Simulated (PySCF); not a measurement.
One of the candidates below gave these computed data.

All candidates are C9H16.

| technique | computed result |
| --- | --- |
| Valence photoelectron | vertical ionisation energy: 8.32 eV [ΔSCF B3LYP/def2-SVPD] |
| Triplet | lowest triplet excitation (Tamm–Dancoff): 4.05 eV [TDA B3LYP/def2-SVPD] |
| Rotational structure | rotational constants A, B, C: 4.346, 0.673, 0.620 GHz [PBE0-D3(BJ)/def2-SVP] |
| UV, strongest line | among the 10 lowest singlet transitions: S2 at 6.14 eV (202 nm, f = 0.227) [TDDFT B3LYP/def2-SVPD] |
| 1H NMR | chemical shifts (computed TMS as zero) by class: 5.51 (1 H), 2.26 (2 H), 2.22 (2 H), 1.84 (2 H), 1.55 (2 H), 1.48 (2 H), 1.17 (2 H), 1.02 (3 H) ppm [GIAO B3LYP/pcSseg-1] |
| UV, first state | lowest singlet excitation: 5.88 eV (211 nm, f = 0.023) [TDDFT B3LYP/def2-SVPD] |
| 13C NMR | chemical shifts (computed TMS as zero) by class: 151.4 (1 C), 130.4 (1 C), 37.7 (1 C), 37.6 (1 C), 32.2 (1 C), 30.7 (1 C), 30.6 (1 C), 28.4 (1 C), 17.3 (1 C) ppm [GIAO B3LYP/pcSseg-1] |
| Polarisability | 110.3 au [B3LYP/def2-SVPD] |

Electronic properties: PySCF, gas phase, density fitting. Levels stand in brackets. Isolated species at its PBE0-D3(BJ)/def2-SVP geometry (one conformer only). Each NMR value is the plain mean over a class of atoms that symmetry, rotation or inversion makes alike.

**Question.** Which candidate is it?
A. `C[C@@H]1CC[C@H]2CCC[C@H]21`
B. `CC[C@@H]1CCC12CCC2`
C. `CCCC=C1CCCC1`

**Answer.** C. It is `CCCC=C1CCCC1`. Numbering: `[CH3:1][CH2:2][CH2:3][CH:4]=[C:5]1[CH2:6][CH2:7][CH2:8][CH2:9]1`. Its formula, C9H16, gives 2 degrees of unsaturation: 1 ring and 1 π bond in the structure found. 9 carbons fall into 9 classes; from least to most shielded: fully substituted alkene carbon [C5] (151.4 ppm), alkene CH carbon [C4] (130.4 ppm), allylic carbon [C3] (37.7 ppm), allylic carbon [C9] (37.6 ppm), allylic carbon [C6] (32.2 ppm), ring CH2 carbon [C7] (30.7 ppm), ring CH2 carbon [C8] (30.6 ppm), chain CH2 carbon [C2] (28.4 ppm), methyl carbon [C1] (17.3 ppm). Hydrogen classes from least to most shielded: 1 H on an alkene CH carbon, C4 (5.51 ppm), 2 H on an allylic carbon, C9 (2.26 ppm), 2 H on an allylic carbon, C6 (2.22 ppm), 2 H on an allylic carbon, C3 (1.84 ppm), 2 H on a ring CH2 carbon, C7 (1.55 ppm), 2 H on a ring CH2 carbon, C8 (1.48 ppm), 2 H on a chain CH2 carbon, C2 (1.17 ppm), 3 H on a methyl carbon, C1 (1.02 ppm). The first electron is taken from the HOMO, whose largest Löwdin shares are 0.33 on the alkene CH carbon, 0.30 on the fully substituted alkene carbon and 0.06 on each of 2 atoms of one kind (allylic carbon). The optimised geometry has point group C1 and is an asymmetric top.

The others, at the same levels:
- `CC[C@@H]1CCC12CCC2` fails: its computed lowest singlet excitation is 7.20 eV (172 nm, f = 0.012) (against 5.88 eV), vertical ionisation energy is 9.40 eV (against 8.32 eV) and lowest triplet excitation (Tamm–Dancoff) is 7.12 eV (against 4.05 eV).
- `C[C@@H]1CC[C@H]2CCC[C@H]21` fails: its computed 13C shifts are 54.7 (1 C), 47.2 (1 C), 46.9 (1 C), 39.9 (1 C), 38.1 (1 C), 36.3 (1 C), 34.8 (1 C), 26.8 (1 C), 21.6 (1 C) ppm, 1H shifts are 2.27 (1 H), 1.82 (1 H), 1.55 (1 H), 1.52 (1 H), 1.41 (1 H), 1.37 (1 H), 1.36 (1 H), 1.34 (1 H), 1.33 (1 H), 1.33 (1 H), 1.05 (3 H), 1.00 (1 H), 0.92 (1 H), 0.90 (1 H) ppm and rotational constant A is 2.537 GHz (against 4.346 GHz).

Each candidate is one conformer, not necessarily the lowest. Dipoles, sizes and rotational constants follow the conformer. The torsions of the flexible species, by atom-mapped SMILES:
- `[CH3:1][CH2:2][C@@H:3]1[CH2:4][CH2:5][C:6]12[CH2:7][CH2:8][CH2:9]2`: C1–C2–C3–C4 -68°

The conformers of `CCCC=C1CCCC1` and `C[C@@H]1CC[C@H]2CCC[C@H]21` aren't listed.
